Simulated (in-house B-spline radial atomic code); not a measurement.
Ionising the fluorine ion F⁺ with different functionals

Computed with a radial B-spline atomic code at the basis-set limit: non-relativistic Hamiltonian, point nucleus, spin-polarised at highest spin, spherical fractional occupations for the functionals, and exact exchange of hybrids averaged over the configuration. The ionisation energy is the difference of two self-consistent energies, [He] 2s2 2p4 → [He] 2s2 2p3, without Breit or QED terms; ε is the level of the shell that loses the electron (its least bound occupied spin orbital).

```csv
method,rung,ΔSCF (eV),-ε(2p) (eV)
PBE0,global hybrid,34.90,28.65
B3LYP,global hybrid,35.26,28.35
TPSSh,global hybrid,34.60,26.90
M06-2X,global hybrid,?,?
BHandHLYP,global hybrid,35.02,31.38
r2SCAN0,global hybrid,?,?
B97-1,global hybrid,34.99,28.23
HSE06,range-separated hybrid,34.92,28.26
wB97X,range-separated hybrid,34.79,31.23
CAM-B3LYP,range-separated hybrid,35.23,30.36
LC-wPBE,range-separated hybrid,35.15,31.59
```

Q: What does M06-2X give?

A: ΔSCF 35.56 eV, and -ε(2p) = 32.12 eV.

Q: What does r2SCAN0 give?

A: ΔSCF 34.24 eV, and -ε(2p) = 28.35 eV.

Q: Among the functionals, which spreads more, the ΔSCF values or the orbital energies?

A: The orbital energies: ΔSCF values span about 1.32 eV and the orbital energies 5.22 eV.

Q: How do they compare with the NIST value?

A: NIST lists 34.971 eV (measured, ground level to ground level). Errors run from -0.73 to +0.59 eV; B97-1 is closest (+0.02 eV), but part of that can be cancellation, since the calculations leave out relativity, Breit-QED terms, multiplet and fine-structure energies.
